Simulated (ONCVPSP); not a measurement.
**Before and after: ONCV potential for Rh**

Rh (Z = 45), optimised norm-conserving Vanderbilt (ONCV), made with ONCVPSP 4.0.1 (LDA (Perdew-Zunger), scalar-relativistic). Core [Ar] 3d10, reference 4s2 4p6 4d6 (charge +3). Waves: 4s: rc 1.65 bohr, ncon 4, nbas 8, qcut 9.4 1/bohr, 3 projectors, debl 1.5 Ha; 4p: rc 1.30 bohr, ncon 5, nbas 9, qcut 8.3 1/bohr, 2 projectors, debl 1.5 Ha; 4d: rc 2.05 bohr, ncon 5, nbas 10, qcut 6.6 1/bohr, 2 projectors, debl 0.8 Ha. Local part: polynomial inside 0.95 bohr (lpopt 5, dvloc0 1 Ha). Core correction: none.

In the s channel the program set the typed energies aside and used -4.358, 0.050, 1.550 Ha. In the p channel the program set the typed energies aside and used -3.167, 0.250 Ha. In the d channel the program set the typed energies aside and used -1.460, 0.250 Ha.

All-electron outer shells of the reference configuration (LDA (Perdew-Zunger), scalar-relativistic, ld1.x):

| shell | level (eV) | outermost node (bohr) | outermost maximum (bohr) |
| --- | --- | --- | --- |
| 4s | -118.57 | 0.47 | 0.88 |
| 4p | -86.17 | 0.47 | 0.93 |
| 4d | -39.73 | 0.46 | 1.11 |

Change: all radii scaled by about 0.82 (s 1.34, p 1.06, d 1.68 bohr); local potential polynomial inside 0.78 bohr (lpopt 5, dvloc0 1 Ha). In the s channel the program set the typed energies aside and used -4.358, 0.250, 1.750 Ha. In the p channel the program set the typed energies aside and used -3.167, 0.250 Ha. In the d channel the program set the typed energies aside and used -1.460, 0.250 Ha.

Cutoffs: the cutoffs (Ha) at which the residual kinetic energy of the hardest occupied pseudo-wave falls to 1 and 0.1 mHa per electron; they do not see the model core or the augmentation charge, which bear on the density cutoff. Errors are all-electron minus pseudo energies relative to the spin-unpolarised reference configuration.

Question: How do hardness, ghosts and transferability respond?

Answer: The potential gets harder (34 Ha and 132 Ha → 64 Ha and 196 Ha); of the 4 tests that both files solve, the error grows in 0 and shrinks in 4 by more than 15 % and 0.3 meV (median size 31.2 → 11.9 meV); neither file shows a bound ghost. A smaller radius makes the pseudo-wave follow the all-electron one further in, where it bends more sharply, so more plane waves are needed. Less of the atom is replaced, so other configurations are described better.

```tsv
quantity	base	changed
cutoff, loose	34 Ha	64 Ha
cutoff, tight	132 Ha	196 Ha
loose cutoff by channel	s 26 Ha, p 34 Ha, d 19 Ha	s 33 Ha, p 64 Ha, d 25 Ha
bound ghosts	none	none
GHOST(+) flags under 300 eV	none	s at 120.4 eV
error for 4s2 4p6 4d8 5s1, meV [ΔE -60.29 eV]	+39	+15
error for 4s2 4p6 4d8, meV [ΔE -52.50 eV]	+54	+18
error for 4s2 4p6 4d7, meV [ΔE -32.74 eV]	+23	+9.3
error for 4s2 4p6 4d7 5s1, meV [ΔE -48.95 eV]	+17	+8.8
```
